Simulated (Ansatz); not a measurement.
A calculation with Ansatz (development build ahead of 0.2.0).

```yaml
crystal:
  periodic: [false, false, false]
  atoms:
    - { symbol: C, position_ang: [0.0, 1.4, 0.0] }
    - { symbol: C, position_ang: [1.21244, 0.7, 0.0] }
    - { symbol: C, position_ang: [1.21244, -0.7, 0.0] }
    - { symbol: C, position_ang: [0.0, -1.4, 0.0] }
    - { symbol: C, position_ang: [-1.21244, -0.7, 0.0] }
    - { symbol: C, position_ang: [-1.21244, 0.7, 0.0] }
    - { symbol: C, position_ang: [2.42487, 1.4, 0.0] }
    - { symbol: C, position_ang: [3.63731, 0.7, 0.0] }
    - { symbol: C, position_ang: [3.63731, -0.7, 0.0] }
    - { symbol: C, position_ang: [2.42487, -1.4, 0.0] }
    - { symbol: H, position_ang: [0.0, 2.485, 0.0] }
    - { symbol: H, position_ang: [-2.15207, -1.2425, 0.0] }
    - { symbol: H, position_ang: [-2.15207, 1.2425, 0.0] }
    - { symbol: H, position_ang: [2.42487, 2.485, 0.0] }
    - { symbol: H, position_ang: [4.57694, 1.2425, 0.0] }
    - { symbol: H, position_ang: [4.57694, -1.2425, 0.0] }
    - { symbol: H, position_ang: [2.42487, -2.485, 0.0] }
basis:
  gaussian: { orbitals: def2-SVP }
magnetization:
  spin_polarized: true
  initial_magnetization: 1
hamiltonian:
  xc: hf
```

The input is written out in the form of the current development build from the run's settings.

The run gave:

```json
{"Converged": "yes", "Total energy": "-382.44027 hartree", "Spin squared of the determinant": "2.062", "Stability test": "minimum"}
```

Caution: the unrestricted determinant is a mixture of spin states.
